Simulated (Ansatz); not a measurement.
Start from `CN[SiH](N)F` and change one atom or group to get `CN(C)[SiH](N)F`.

Ansatz, PBE0-D4/def2-TZVP geometries, multiplicity 1. Each molecule was computed in one conformer, which needn't be the lowest.

| property | `CN[SiH](N)F` |
| --- | --- |
| size of the dipole moment (PBE/def2-TZVPP) / D | 2.10 |
| HOMO energy (PBE/def2-TZVPP) / eV | -5.73 |
| size of the dipole moment (B3LYP/def2-TZVPP) / D | 2.12 |
| LUMO energy (ωB97M-V/def2-TZVPP) / eV | 2.46 |
| LUMO energy (PBE/def2-TZVPP) / eV | 0.25 |
| HOMO–LUMO gap (B3LYP/def2-TZVPP) / eV | 7.63 |

Q: Give the same properties after the change, and the shifts. (An estimate is asked.)

A: Computed: 
```tsv
property	`CN(C)[SiH](N)F`	shift
size of the dipole moment (PBE/def2-TZVPP) / D	2.03	-0.07
HOMO energy (PBE/def2-TZVPP) / eV	-5.35	0.38
size of the dipole moment (B3LYP/def2-TZVPP) / D	2.07	-0.05
LUMO energy (ωB97M-V/def2-TZVPP) / eV	2.43	-0.03
LUMO energy (PBE/def2-TZVPP) / eV	0.21	-0.04
HOMO–LUMO gap (B3LYP/def2-TZVPP) / eV	7.15	-0.48
```

Dipoles are sizes alone; their direction can turn.

B3LYP here is the variant with VWN-RPA as its local correlation; programs differ in this.
